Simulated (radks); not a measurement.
The numbers below are computed, except where a source is named.
Task: All-electron atom: Sc in [Ar] 3d1 4s2. Level of theory: Dirac Kohn-Sham, PBE, spin-unpolarised, spherical densities, finite nucleus; open shells fill j = l - 1/2 first; Fermi nuclear charge, rms radius 3.5459 fm (a radial shooting solver on a logarithmic mesh with Libxc functionals). Some entries of the table are withheld. Estimate them.

orbital,occ.,eigenvalue (eV),r(max) (bohr)
1s1/2,2,-4396.557,0.04780
2s1/2,2,-474.2144,0.2836
2p1/2,2,-391.2444,(1)
2p3/2,4,-386.6027,(2)
3s1/2,2,-55.0207,0.9268
3p1/2,2,(3),0.9643
3p3/2,4,(4),0.9705
4s1/2,2,-4.1813,(5)
3d3/2,1,-3.2461,(6)
3d5/2,0,-3.2159,(7)

Result: 
(1) 2p1/2 r(max) (bohr): 0.2309
(2) 2p3/2 r(max) (bohr): 0.2330
(3) 3p1/2 eigenvalue (eV): -33.9501
(4) 3p3/2 eigenvalue (eV): -33.4404
(5) 4s1/2 r(max) (bohr): 3.119
(6) 3d3/2 r(max) (bohr): 1.096
(7) 3d5/2 r(max) (bohr): 1.099
